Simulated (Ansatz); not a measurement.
Z-matrix (Å, degrees):
```
C
F 1 1.335
F 1 1.330 2 107.9
F 1 1.335 2 106.9 3 -115.8
S 1 1.809 2 112.8 3 119.7
Si 5 2.153 1 99.8 2 61.5
H 6 1.481 5 110.9 1 -60.6
H 6 1.481 5 102.2 1 -179.0
H 6 1.481 5 111.0 1 62.6
```

Total charge 0; spin multiplicity 1.

(1) List the PBE0/def2-TZVPP orbital energies in eV (Ansatz). (An estimate is asked.)

## Answers

(1) The calculation gave: Occupied: -2423.09, -1803.57, -675.40, -675.36, -675.35, -285.91, -218.45, -162.30, -162.19, -162.08, -145.88, -100.57, -100.51, -100.50, -37.32, -34.83, -34.75, -22.41, -19.51, -17.31, -17.22, -16.36, -14.85, -13.81, -13.78, -12.81, -12.76, -12.12, -11.22, -10.60, -10.33, -9.71, -8.04. Lowest empty: -0.40, 0.08, 0.81, 0.87, 1.38, 2.92, 3.54, 3.70.
